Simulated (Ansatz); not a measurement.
```yaml
crystal:
  periodic: [false, false, false]
  atoms:
    - {symbol: Sb, position_ang: [-1.199112, 0.286725, -0.395428]}
    - {symbol: Sb, position_ang: [0.963208, -0.400811, 0.552618]}
basis:
  gaussian: {orbitals: def2-SVPD}
hamiltonian: {xc: {name: PBE1PBE}}
```

```sh
$ ansatz run in.yaml --threads 2 --pin off --events-out ev --progress --plain --max-ram 32768MiB --backend cpu
```

Shortened log:

```
Error: YAML parse error: error: line 8 column 19: hamiltonian.xc: no functional is named "PBE1PBE"; the names, which are not case-sensitive, are SVWN5, SPW92, PBE, PBE0, PBEsol, revPBE, revPBE0, RPBE, rPW86-PBE, HSE06, wPBEh, LC-wPBE, HISS, HF, BLYP, B3LYP, B3LYP5, BHLYP, CAM-B3LYP, r2SCAN, r2SCANh, r2SCAN0, r2SCAN50, m-r2SCAN, B97, wB97, wB97X, wB97X-V, B97M-V, wB97M-V, B2PLYP, B2GP-PLYP, PBE0-DH, PBE-QIDH
 --> <input>:8:19
6 | basis:
7 |   gaussian: {orbitals: def2-SVPD}
8 | hamiltonian: {xc: {name: PBE1PBE}}
```

Question: Something in this input is off. What?

Answer: The method's name isn't one that the program takes here. The input was rejected before any iteration.

HSE06 is defined as in plane-wave codes.
